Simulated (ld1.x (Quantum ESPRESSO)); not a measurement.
## cadmium, PAW: configuration errors across variants

Cd (Z = 48), PAW, made with ld1.x (Quantum ESPRESSO) 7.5 (revPBE, scalar-relativistic). Core [Ar] 3d10, reference 4s2 4p6 4d10 5s1.75 5p0 (charge +0.25). Waves: 4s (bound): rcut 1.40, rcutus 1.60 bohr; 5s (bound): rcut 1.40, rcutus 1.60 bohr; 4p (bound): rcut 1.30, rcutus 1.70 bohr; 5p (bound, empty): rcut 1.30, rcutus 1.70 bohr; 4d (bound): rcut 1.20, rcutus 1.35 bohr; 4d channel at 0.65 Ry: rcut 1.20, rcutus 1.35 bohr. Local part: all-electron potential smoothed inside 1.30 bohr (lloc = -2). Core correction: a·sin(br)/r model core inside 0.60 bohr. Augmentation charge: GAUSS, radius 0.85 bohr.

All-electron excitation energies from the reference (eV): (1) 4s2 4p6 4d10 5s2 5p0 -1.606; (2) 4s2 4p6 4d10 5s1 5p0 7.541; (3) 4s2 4p6 4d10 5s0 5p0 24.498; (4) 4s2 4p6 4d10 5s1.5 5p0 2.049; (5) 4s2 4p6 4d8 5s0 5p0 116.414; (6) 4s2 4p6 4d9 5s0 5p0 62.424; (7) 4s2 4p6 4d10 5s0 5p2 8.006.

The overlap operator is not positive definite (basis up to 400 Ry) in “wave 4d channel at 0.65 Ry: rcut 1.20, rcutus 1.35 bohr becomes 4d channel at 1.7 Ry: rcut 1.20, rcutus 1.35 bohr”. Such files are unfit for use, however small their errors in these radial tests.

Errors AE − PS in meV (a dash: test not solved or not reliable):

| change | (1) | (2) | (3) | (4) | (5) | (6) | (7) | bound ghosts |
| --- | --- | --- | --- | --- | --- | --- | --- | --- |
| base | +0.4 | +0.8 | +9.4 | -0.1 | -20 | -5.7 | +3.8 | none |
| wave 4d channel at 0.65 Ry: rcut 1.20, rcutus 1.35 bohr becomes 4d channel at -0.86 Ry: rcut 1.20, rcutus 1.35 bohr | +0.4 | +0.6 | +7.9 | -0.2 | -7.1 | -2.8 | +3.5 | none |
| wave 4d channel at 0.65 Ry: rcut 1.20, rcutus 1.35 bohr becomes 4d channel at -0.78 Ry: rcut 1.20, rcutus 1.35 bohr | +0.4 | +0.6 | +7.9 | -0.2 | -12 | -4.1 | +3.6 | none |
| wave 4d channel at 0.65 Ry: rcut 1.20, rcutus 1.35 bohr becomes 4d channel at -0.44 Ry: rcut 1.20, rcutus 1.35 bohr | +0.4 | +0.6 | +8.1 | -0.2 | -18 | -5.5 | +3.6 | none |
| wave 4d channel at 0.65 Ry: rcut 1.20, rcutus 1.35 bohr becomes 4d channel at -0.11 Ry: rcut 1.20, rcutus 1.35 bohr | +0.4 | +0.7 | +8.3 | -0.2 | -19 | -5.8 | +3.6 | none |
| wave 4d channel at 0.65 Ry: rcut 1.20, rcutus 1.35 bohr becomes 4d channel at 0.92 Ry: rcut 1.20, rcutus 1.35 bohr | +0.4 | +1.0 | +10 | -0.1 | -20 | -5.4 | +4.0 | none |
| wave 4d channel at 0.65 Ry: rcut 1.20, rcutus 1.35 bohr becomes 4d channel at 1.7 Ry: rcut 1.20, rcutus 1.35 bohr | +0.6 | +1.6 | +19 | -0.3 | -20 | -2.3 | +16 | not determined (overlap not positive) |

**Question.** Give the same row for: wave 4d channel at 0.65 Ry: rcut 1.20, rcutus 1.35 bohr becomes 4d channel at 3.88 Ry: rcut 1.20, rcutus 1.35 bohr.

**Answer.** +0.4, +0.2, +5.5, -0.2, -17, -7.6, +3.7; bound ghosts: none.
